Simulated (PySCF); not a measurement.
## Molecular orbitals of GaGe

B3LYP at R = 2.483 Å; PySCF, no relativity, basis sets Ga pcseg-1, Ge pcseg-1. State: ⁴Σ⁻ (quartet), unpaired electrons σ ↑, π ↑↑. Only the outer orbitals are listed, counted within each symmetry.

```tsv
spin	orbital	occ.	ε (eV)	on Ga (%)	main shells (%)
α	13σ	1	-13.75	22	76 Ge s, 17 Ga s
α	14σ	1	-9.68	68	67 Ga s, 20 Ge s, 11 Ge p
α	15σ	1	-5.44	46	52 Ge p, 36 Ga p, 10 Ga s
α	7π	1	-5.33	26	73 Ge p, 25 Ga p
α	7π	1	-5.33	26	73 Ge p, 25 Ga p
α	8π	0	-1.72	74	73 Ga p, 24 Ge p
α	8π	0	-1.72	74	73 Ga p, 24 Ge p
α	16σ	0	0.84	79	76 Ga p, 30 Ge p
β	13σ	1	-12.12	30	68 Ge s, 26 Ga s
β	14σ	1	-8.57	66	64 Ga s, 26 Ge s
β	15σ	0	-3.09	48	49 Ge p, 40 Ga p
β	7π	0	-3.00	47	53 Ge p, 46 Ga p
β	7π	0	-3.00	47	53 Ge p, 46 Ga p
```

Question: Which are the highest filled and the lowest empty level, where do they sit, and how wide is the gap?

Answer: Highest filled α 7π at -5.33 eV (in %: 73 Ge p, 25 Ga p); lowest empty β 15σ at -3.09 eV (in %: 49 Ge p, 40 Ga p); the gap at B3LYP is 2.24 eV.

```
bond order (Mayer)                               : 1.48
⟨S²⟩                                             : 3.752
charge on Ga (Mulliken, basis-dependent)         : 0.17
charge on Ga (Löwdin, basis-dependent)           : 0.01
dipole moment (positive dipole means Ga(−)Ge(+)) : -1.17 D
polarisability along the bond                    : 122.9 bohr³
polarisability across the bond                   : 47.5 bohr³
```

Spin–orbit coupling is left out. The state is the lowest determinant that a PBE0 search found; another state may lie lower at other levels.
